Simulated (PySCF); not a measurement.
C2H4F2OSi.

```xyz
10

O      1.8073     0.3808    -1.6707
C      1.7870     0.0810    -0.4954
Si     0.1131    -0.4907     0.2635
F      0.2412    -0.4748     1.8894
C     -1.1881     0.7412    -0.3338
F     -2.4683     0.2516    -0.1186
H      2.7262     0.1393     0.1235
H     -0.2082    -1.8726    -0.1706
H     -1.0320     0.9171    -1.4144
H     -1.0769     1.7150     0.1776
```

The structure is a stationary point at B3LYP-D3(BJ)/def2-SVP. The structure was generated by enumeration; whether it is a known compound was not checked. One conformer was computed; it need not be the lowest.

Method: HF/pcSseg-1 (PySCF). Non-relativistic, no solvent.

Computed absolute GIAO shielding of each atom: isotropic value and principal components (ppm):
```json
[
 {"atom": "O1", "σ(iso)": "-652.4", "σ11": "-1751.0", "σ22": "-651.2", "σ33": "445.1", "span": "2196.1"},
 {"atom": "C2", "σ(iso)": "-53.1", "σ11": "-179.9", "σ22": "-91.1", "σ33": "111.7", "span": "291.6"},
 {"atom": "Si3", "σ(iso)": "415.6", "σ11": "347.9", "σ22": "427.8", "σ33": "471.1", "span": "123.3"},
 {"atom": "F4", "σ(iso)": "408.8", "σ11": "393.8", "σ22": "401.2", "σ33": "431.5", "span": "37.7"},
 {"atom": "C5", "σ(iso)": "122.3", "σ11": "86.1", "σ22": "99.9", "σ33": "180.8", "span": "94.7"},
 {"atom": "F6", "σ(iso)": "505.4", "σ11": "455.0", "σ22": "500.2", "σ33": "561.2", "span": "106.2"},
 {"atom": "H7", "σ(iso)": "20.3", "σ11": "15.5", "σ22": "21.4", "σ33": "24.1", "span": "8.6"},
 {"atom": "H8", "σ(iso)": "27.0", "σ11": "23.7", "σ22": "26.1", "σ33": "31.3", "span": "7.6"},
 {"atom": "H9", "σ(iso)": "27.4", "σ11": "23.2", "σ22": "26.5", "σ33": "32.5", "span": "9.3"},
 {"atom": "H10", "σ(iso)": "27.4", "σ11": "24.2", "σ22": "26.7", "σ33": "31.1", "span": "6.9"}
]
```
